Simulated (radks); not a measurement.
Values are calculated unless marked as measured or tabulated.
Coulomb parameter of the 5d shell of the platinum ion Pt2+ in the model configuration [Xe] 4f14 5d6.5 6s1.5, as a second difference U = [E(n + 0.25) + E(n - 0.25) - 2 E(n)] / (0.25)^2 with all orbitals relaxed. "Bare": the charge of the atom changes with n. "Screened": the 6s shell takes up the change at fixed total charge, which measures U(5d,5d) + U(6s,6s) - 2 U(5d,6s). Code: a radial shooting solver on a logarithmic mesh with Libxc functionals. Model: scalar-relativistic Kohn-Sham, r2SCAN, spin-unpolarised, spherical densities, finite nucleus; meta-GGA in the generalised Kohn-Sham scheme; Fermi nuclear charge, rms radius 5.427 fm.

| case | configuration | E - E(n) (eV) |
|---|---|---|
| start | [Xe] 4f14 5d6.5 6s1.5 | 0.000 |
| bare +0.25 | [Xe] 4f14 5d6.75 6s1.5 | -7.122 |
| bare -0.25 | [Xe] 4f14 5d6.25 6s1.5 | 7.919 |
| screened +0.25 | [Xe] 4f14 5d6.75 6s1.25 | -1.453 |
| screened -0.25 | [Xe] 4f14 5d6.25 6s1.75 | 1.519 |

U(bare) = 12.746 eV, U(screened by 6s) = 1.045 eV, against the Slater integral F0(5d,5d) = 16.447 eV with frozen orbitals.
